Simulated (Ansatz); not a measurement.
Isolated molecules relaxed with PBE0-D4/def2-TZVP in Ansatz; ΔE leaves out vibrations. CBS: MP2 limit from def2 TZ/QZ plus the TZ coupled-cluster correction, frozen cores. This one scheme is used for every species, atoms too. Functionals use def2-TZVPP. B3LYP here is the variant with VWN-RPA as its local correlation; programs differ in this. No spin–orbit coupling; open shells (•) take unrestricted orbitals. Spin–orbit coupling would lower the free atoms: a little for B, C, O.

Reaction (atomization): `B1OC=CO1` → B• + 2 C• + 3 H• + 2 O•

Problem. What is ΔE at CCSD(T)/CBS? (An estimate is asked.)

Solution. The calculation gave: +3692.8 kJ/mol.

Problem. What do these levels give: BLYP-D4, r2SCAN-D4, B3LYP-D4, r2SCAN0-D4, BHLYP-D4, PBE, B3LYP, HF/def2-SVP, MP2/def2-SVP, CCSD/def2-SVP, SCS-MP2/def2-TZVPP, MP2/CBS(def2)? (An estimate is asked.)

Solution. Ansatz gave: BLYP-D4 3724.7, r2SCAN-D4 3735.5, B3LYP-D4 3700.9, r2SCAN0-D4 3646.5, BHLYP-D4 3547.9, PBE 3831.8, B3LYP 3678.4, HF/def2-SVP 2708.6, MP2/def2-SVP 3655.0, CCSD/def2-SVP 3492.5, SCS-MP2/def2-TZVPP 3664.1, MP2/CBS(def2) 3823.2 kJ/mol.

Problem. What do rigid-rotor, harmonic-oscillator terms from PBE0-D4/def2-TZVP frequencies (298.15 K, 1 bar) make of the CCSD(T)/CBS value? (Estimate.)

Solution. Ansatz gave: ΔZPE = -145.9 kJ/mol, ΔH = +3584.2 kJ/mol, ΔS = 870 J/(mol·K), ΔG = +3324.8 kJ/mol. Open shells count their whole term as degenerate.

Largest T1 diagnostic among the species: 0.016.

From r2SCAN to r2SCAN0 (25 % exact exchange), in def2-TZVPP and without D4, ΔE moves by −89.5 kJ/mol: exact exchange takes away binding that semilocal exchange gives to molecules. In def2-TZVPP, CCSD(T) changes the Hartree–Fock value by +944.9 kJ/mol (the triples alone add +74.5 kJ/mol) and MP2 by +1075.2 kJ/mol; breaking electron pairs costs correlation energy, which Hartree–Fock lacks. Leaving LDA and LC-ωPBE aside and taking each functional with its dispersion term where it has one, the values, not all of them listed here, spread over 297.8 kJ/mol, from BHLYP-D4 to PBE-D4. LDA lies +521.8 kJ/mol from PBE without D4, its usual overbinding.

For atomizations the MP2-based limit and the directly extrapolated one differ by several kJ/mol either way, and by 10 to 25 for some Ge, Se and Sn compounds, so smaller differences from it don't rank the levels.
